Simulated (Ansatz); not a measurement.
BFH (SMILES [BH]F) moved off its minimum; all values from Ansatz (an electronic-structure program), cores frozen in correlated methods. Open shells are unrestricted.
(charge 0, multiplicity 2)
```xyz
3

B     -0.62718     0.40770     0.04266
F      0.51724    -0.21531    -0.00233
H     -1.62557    -0.17108     0.06683
```

Question: Give the forces (eV/Å), the total energy and the dipole at CCSD(T)/aug-cc-pVTZ.

Answer: 
```csv
atom,Fx,Fy,Fz
B1,0.776,0.753,-0.015
F2,0.283,-0.147,-0.011
H3,-1.059,-0.606,0.026
```
Energy -125.0886 hartree, dipole 0.70 D.
